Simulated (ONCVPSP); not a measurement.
Lu: one change to an ONCV potential, before and after

```json
{
 "Element": "Lu",
 "Generator": "ONCVPSP 4.0.1",
 "Type": "optimised norm-conserving Vanderbilt (ONCV)",
 "Functional": "PBE",
 "Relativity": "scalar-relativistic",
 "Frozen core": "[Kr] 4d10",
 "Valence charge": "25",
 "Reference configuration": "4f14 5s2 5p6 5d1 6s1.5 (charge +0.5)",
 "Partial waves": "5s+6s: rc 1.80 bohr, ncon 3, nbas 6, qcut 6 1/bohr, 2 projectors; 5p: rc 2.25 bohr, ncon 4, nbas 9, qcut 6.5 1/bohr, 1 projector; 5d: rc 2.25 bohr, ncon 5, nbas 8, qcut 5 1/bohr, 2 projectors, debl 1 Ha; 4f: rc 0.75 bohr, ncon 4, nbas 9, qcut 21.5 1/bohr, 1 projector",
 "Local potential": "polynomial inside 0.70 bohr (lpopt 4, dvloc0 0 Ha)",
 "Core correction": "Teter function fitted to the true core (icmod 2), fcfact 0.5"
}
```

All-electron outer shells of the reference configuration (PBE, scalar-relativistic, ld1.x):

| shell | level (eV) | outermost node (bohr) | outermost maximum (bohr) |
| --- | --- | --- | --- |
| 4d | -195.08 | 0.23 | 0.48 |
| 5s | -64.23 | 0.57 | 1.04 |
| 5p | -34.84 | 0.61 | 1.19 |
| 4f | -12.79 | – | 0.47 |
| 6s | -7.33 | 1.41 | 3.00 |
| 5d | -4.65 | 0.68 | 1.82 |

Change: local potential polynomial inside 0.70 bohr (lpopt 4, dvloc0 9.5 Ha).

Cutoffs: the cutoffs (Ha) at which the residual kinetic energy of the hardest occupied pseudo-wave falls to 1 and 0.1 mHa per electron; they do not see the model core or the augmentation charge, which bear on the density cutoff. Errors are all-electron minus pseudo energies relative to the spin-unpolarised reference configuration.

**Question.** What does the change do?

**Answer.** The potential gets neither clearly harder nor softer (206 Ha and 226 Ha → 206 Ha and 226 Ha); both files keep a bound ghost (p, s); of the 4 tests that both files solve, the error grows in 1 and shrinks in 0 by more than 15 % and 0.3 meV (median size 3.4 → 3.3 meV); the range in which the p phases agree narrows (upper end at the end of the scan → -0.5).

```csv
quantity,base,changed
"cutoff, loose",206 Ha,206 Ha
"cutoff, tight",226 Ha,226 Ha
bound ghosts,"s, p","s, p"
GHOST(+) flags under 300 eV,none,none
"error for 4f14 5s2 5p6 5d1 6s2, meV [ΔE -2.99 eV]",+0.6,+0.6
"error for 4f14 5s2 5p6 5d1 6s1, meV [ΔE 4.38 eV]",-1.2,-1.2
"error for 4f14 5s2 5p6 5d1 6s0, meV [ΔE 17.66 eV]",-5.6,-5.5
"error for 4f13 5s2 5p6 5d1 6s2, meV [ΔE 14.55 eV]",-250,+381
s: phases at 1.83 bohr within 0.05 rad from the reference energy up to (Ha; the scan ends near 5),to the end of the scan,to the end of the scan
p: phases at 2.28 bohr within 0.05 rad from the reference energy up to (Ha; the scan ends near 5),to the end of the scan,-0.5
d: phases at 2.28 bohr within 0.05 rad from the reference energy up to (Ha; the scan ends near 5),to the end of the scan,to the end of the scan
f: phases at 0.76 bohr within 0.05 rad from the reference energy up to (Ha; the scan ends near 5),to the end of the scan,to the end of the scan
"rms error of d²Exc/dni dnj with the model core, mHa",1.57,1.56
```

 A true bound ghost makes a file unfit for plane-wave use even where its test errors are small: the radial tests pick states by their node count and pass the ghost by.
